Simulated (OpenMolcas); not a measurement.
**Computed transition rates of Pr3+**

```
Program             : OpenMolcas
Method              : SS-CASPT2, IPEA 0.25 Eh, imaginary shift 0.1 Eh (closed shells correlated: 5s 5p)
Basis               : ANO-RCC-VQZP [9s8p6d4f3g2h]
Scalar Hamiltonian  : DKH2, point nucleus
Active space        : 2 electrons in 7 orbitals (4f)
State averaging     : 2S+1 = 3 even, 21 roots; 2S+1 = 1 even, 28 roots
Spin-orbit coupling : RASSI with atomic mean-field integrals over the reference wave functions, term energies averaged over their components
```

Rates come from the transition moments of the reference wave functions (E1 and E2 in the length form). At fixed line strength A goes as λ^-3 for E1 and M1 and as λ^-5 for E2, so a rate at the computed wavelength can be rescaled to the measured one. Measured vacuum wavelengths follow from level energies in Martin, Zalubas and Hagan, Atomic Energy Levels: The Rare-Earth Elements, NSRDS-NBS 60 (1978). Branching counts decays inside the model space alone, at computed energies, and the table is only a selection of the E2 and M1 lines, drawn from those between levels with measured partners whose computed energy lies within a factor of 1.5 of the measured one.

| Upper | Lower | Type | λ computed (nm) | λ measured (nm) | A computed (s-1) | A rescaled (s-1) | Branching % |
| --- | --- | --- | --- | --- | --- | --- | --- |
| 4f2 3P1 | 4f2 3P0 | M1 | 13980 | 16190 | 6.54e-03 | 4.21e-03 | 1.2 |
| 4f2 3P2 | 4f2 3P1 | M1 | 8136 | 8672 | 2.38e-02 | 1.97e-02 | 2.0 |
| 4f2 3F3 | 4f2 3F2 | M1 | 6602 | 7049 | 8.78e-02 | 7.21e-02 | 90.5 |
| 4f2 3H5 | 4f2 3H4 | M1 | 4321 | 4647 | 3.19e-01 | 2.56e-01 | 100.0 |
| 4f2 3H6 | 4f2 3H5 | M1 | 4160 | 4470 | 3.13e-01 | 2.52e-01 | 100.0 |
| 4f2 3F2 | 4f2 3H4 | E2 | 1868 | 2001 | 1.33e-04 | 9.43e-05 | 100.0 |
| 4f2 3P1 | 4f2 1D2 | M1 | 1602 | 2140 | 3.01e-01 |  | 56.3 |
| 4f2 3F3 | 4f2 3H4 | M1 | 1456 | 1559 | 9.14e-03 |  | 9.4 |
| 4f2 3P2 | 4f2 1D2 | M1 | 1338 | 1716 | 8.93e-01 |  | 73.4 |
| 4f2 1D2 | 4f2 3F3 | M1 | 825.1 | 915.8 | 1.31e+00 |  | 57.2 |
| 4f2 1D2 | 4f2 3F2 | M1 | 733.4 | 810.5 | 9.70e-01 |  | 42.3 |
| 4f2 3P1 | 4f2 3F3 | E2 | 544.6 | 641.3 | 1.18e-01 | 5.21e-02 | 22.2 |
| 4f2 3P0 | 4f2 3F2 | E2 | 521.9 | 610 | 2.27e-01 | 1.04e-01 | 100.0 |
| 4f2 3P2 | 4f2 3F3 | M1 | 510.4 | 597.2 | 1.34e-01 |  | 11.0 |
| 4f2 3P2 | 4f2 3F3 | E2 | 510.4 | 597.2 | 4.58e-02 | 2.09e-02 | 3.8 |
| 4f2 3P1 | 4f2 3F2 | E2 | 503.1 | 587.9 | 8.34e-02 | 3.83e-02 | 15.6 |
| 4f2 3P1 | 4f2 3F2 | M1 | 503.1 | 587.9 | 2.53e-02 |  | 4.7 |
| 4f2 1I6 | 4f2 3H6 | M1 | 484.5 | 561.1 | 6.41e-01 |  | 49.6 |
| 4f2 3P2 | 4f2 3F2 | E2 | 473.8 | 550.5 | 8.48e-03 | 4.00e-03 | 0.7 |
| 4f2 1I6 | 4f2 3H5 | M1 | 434 | 498.5 | 6.39e-01 |  | 49.4 |

Spin-changing lines and M1 lines between different terms are not rescaled, since their strength hangs on the term gaps too.

The largest correction is for 4f2 3P1 → 4f2 3F3 (E2): 1.18e-01 × (544.6 / 641.3)^5 = 5.21e-02 s-1, a factor of 0.44.

The computed rate and branching of 4f2 3F2 → 4f2 3H4 give the upper level a radiative lifetime of 1.000 / 1.33e-04 s-1 = 7.52e+03 s, counting decays inside the model space alone. The rescaled rate gives about 1.1e+04 s.

These are rates of the free ion; in crystals, glasses and complexes forced electric-dipole and non-radiative decay shorten such lifetimes by orders of magnitude. No measured rate stands beside these. Rescaling mends the energy factor alone: line strengths can still be far off where a level mixes with configurations outside the active space, and weak or spin-changing lines hang on small mixing coefficients that depend on the term gaps too, so rescaling need not improve them.

CASPT2 does not keep the components of a term degenerate, so their means are used; among the terms shown or strongly mixed into the levels shown the widest spread is 890 cm-1 (4f2 1I). The CASPT2 spread within a term exceeds the gap to the next term for 4f2 1I and 4f2 3P, so the order of their levels is uncertain. Measured partners are found by configuration, term and J. A level has none where our copy of the source lacks it or the pairing is in doubt (some pairs that miss far off the trend of their configuration count as doubtful). Only configurations of the active space appear.
